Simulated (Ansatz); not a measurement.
## Energy profile

The step: ZrHOF₃ ([OH][Zr]([F])([F])[F]) + H₂ → ZrHF₃ ([F][ZrH]([F])[F]) + H₂O (still joined by a long Zr–O bond); bonds formed: Zr1–H7, O2–H6; bonds broken: H6–H7; bonds weakened to dative contacts: Zr1–O2 (atoms numbered as in the saddle structure below).

| atom | x (Å) | y (Å) | z (Å) |
| --- | --- | --- | --- |
| Zr1 | -0.5497 | -0.3929 | -0.3268 |
| O2 | 1.1023 | 0.1269 | 0.9485 |
| F3 | -0.1504 | -2.1693 | -0.8368 |
| F4 | -1.7349 | -0.2785 | 1.1530 |
| F5 | -1.6754 | 0.3182 | -1.6820 |
| H6 | 1.1489 | 0.8064 | -0.0401 |
| H7 | 0.7737 | 1.0018 | -1.0071 |
| H8 | 1.0857 | 0.5874 | 1.7913 |

Electronic energies by CCSD(T) at an estimated basis limit (MP2 extrapolated from triple and quadruple zeta, plus CCSD(T) − MP2 in triple zeta), on PBE0-D4/def2-TZVP structures; ZrH₃OF₃, singlet; no counterpoise correction. Ansatz 0.2.0; basis: def2-TZVPP and def2-QZVPP; cores frozen in the correlated methods. Core potentials replace the inner electrons of the atoms past krypton. Extrapolation: Hartree–Fock as exp(−7.88 √X), correlation as X^−2.97.

Problem. Give the profile in kcal/mol, counted from the separated reactants. (An estimate is asked for; the value comes from the calculation.)

Solution. By the calculation:
```tsv
point	kcal/mol
separated: ZrHOF₃ (linked as [OH][Zr]([F])([F])[F]; Zr1, O2, F3, F4, F5, H8; singlet) + H₂ (H6, H7; singlet)	0.00
start structure	-1.70
saddle	32.92
end structure	20.55
separated: ZrHF₃ (linked as [F][ZrH]([F])[F]; Zr1, F3, F4, F5, H7; singlet) + H₂O (O2, H6, H8; singlet)	38.62
```

T1 diagnostic: at most 0.019.

For scale, one of the runs: CCSD(T)/def2-TZVPP, 222 basis functions, launched by `ansatz run in.yaml --threads 8 --pin off --events-out ev --progress --plain --max-ram 19148MiB`. Hardware: 8 CPU threads of an AMD EPYC 9R45, shared host. Wall time 35 s; peak host memory 4.5 GiB.
